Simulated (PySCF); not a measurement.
C3H10NSi2 (doublet state).
Cartesian coordinates in Å at the GFN2-xTB level; atoms count from 1:
```
atom  x, y, z in Å
N1     2.1819   -0.6978    0.9345
Si2    1.3566    0.3124   -0.2053
C3    -0.0433   -0.7315   -0.9839
C4    -1.2913   -0.6814   -0.1047
C5    -1.6739    0.7554    0.2510
Si6   -0.1138    1.5837    1.0017
H7     2.5232   -1.5922    0.6190
H8     2.8694   -0.2750    1.5364
H9     2.2358    0.7613   -1.3121
H10    0.2513   -1.7703   -1.1349
H11   -0.2875   -0.3279   -1.9688
H12   -1.0972   -1.2356    0.8178
H13   -2.1256   -1.1786   -0.6125
H14   -2.5385    0.7543    0.9156
H15   -1.9787    1.2850   -0.6563
H16   -0.2760    3.0472    0.8910
```

The hyperfine couplings belong to this conformer and change with its torsions.

As a line formula: `N[Si@H]1CCC[SiH]1` [radical].

Computed with UKS B3LYP, pcH-1 on C H N Si, non-relativistic, mean-field spin-orbit, GIAO (PySCF). Isolated species at its GFN2-xTB geometry (one conformer only). The geometry wasn't refined by DFT: couplings that depend on bond lengths, twists or pyramidal angles can differ widely from those at the functional's own minimum, by a factor of two or more for some ions and for spin on atoms past the first row. The SCF solution wasn't tested for stability.

Where do the isotropic ENDOR lines of N1, H15, H16, H9, H14, H10, H13, H11, H7/H8 and H12 fall at 339.6 mT, to first order?

For S = 1/2 in fast tumbling each set of equivalent nuclei gives two lines, ν± = |νn ± a/2| to first order, with νn = g_N μN B/h and μN/h = 7.62259 MHz/T.

```csv
nuclei,isotope,g_N,νn (MHz),a_iso (MHz),lower line (MHz),upper line (MHz)
N1,14N,0.4038,1.05,4.11,1.01,3.10
H15,1H,5.5857,14.46,50.67,10.88,39.80
H16,1H,5.5857,14.46,36.31,3.70,32.62
H9,1H,5.5857,14.46,19.86,4.53,24.39
H14,1H,5.5857,14.46,16.06,6.43,22.49
H10,1H,5.5857,14.46,8.85,10.04,18.88
H13,1H,5.5857,14.46,-2.09,13.41,15.51
H11,1H,5.5857,14.46,-1.00,13.96,14.96
H7/H8,1H,5.5857,14.46,-0.73,14.10,14.82
H12,1H,5.5857,14.46,-0.71,14.10,14.82
```

Which pairs are centred on the nuclear Larmor frequency, and which on half the coupling?

Centred on νn, since |a| < 2νn: H9, H14, H10, H13, H11, H7/H8 and H12. Centred on |a|/2 and split by 2νn: N1, H15 and H16.

At what field would the lower line of H9 fall to zero frequency?

Where νn = |a|/2, that is B = 9.93 MHz/(5.5857 × 7.62259 MHz/T) = 233 mT, as far as first order holds there.

Means are taken over nuclei equivalent by connectivity, which assumes that they swap fast.

The largest Mulliken spin population is on Si6 (+0.94). The angles at Si6 add up to 328.0°, so it is pyramidal.
